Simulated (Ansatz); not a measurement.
C2H8OSSi can be A, `CO[SiH2]CS`, or B, `OCSC[SiH3]`.

Isolated molecules relaxed with PBE0-D4/def2-TZVP in Ansatz; ΔE leaves out vibrations. CCSD(T)/CBS adds triple-zeta CCSD(T) − MP2 to the extrapolated MP2 energy (def2 sets, frozen cores). Functionals use def2-TZVPP. B3LYP here is the variant with VWN-RPA as its local correlation; programs differ in this. Each species was taken in one conformer, which may not be the lowest.

Q: Which isomer does CCSD(T)/CBS put lower? Give the gap. (Best estimate.)

A: Computed: A, by 119.3 kJ/mol.

Q: Give E(B) − E(A) in kJ/mol with r2SCAN-D4, ωB97M-V, CCSD/def2-TZVPP, PBE-D4, B3LYP-D4, CCSD(T)/def2-SVP, CCSD(T)/def2-TZVPP. (Estimate.)

A: Ansatz gave: r2SCAN-D4 116.6, ωB97M-V 119.5, CCSD/def2-TZVPP 125.3, PBE-D4 102.6, B3LYP-D4 120.7, CCSD(T)/def2-SVP 111.5, CCSD(T)/def2-TZVPP 120.7. None reverses the order clearly.

Q: Does the order hold for the free energy at 298.15 K (harmonic terms from PBE0-D4)? (Estimate.)

A: The calculation gave: Yes: G(B) − G(A) = +122.0 kJ/mol, for one conformer each. Modes under 60 cm⁻¹, often nearly free rotors, make the harmonic entropy too high.

Largest T1 diagnostic: 0.011.

Leaving LDA and LC-ωPBE aside and taking each functional with its dispersion term where it has one, the values, not all of them listed here, spread over 29.1 kJ/mol, from revPBE-D4 to BHLYP-D4. From PBE to PBE0 (25 % exact exchange), in def2-TZVPP and without D4, E(B) − E(A) moves by +7.6 kJ/mol.
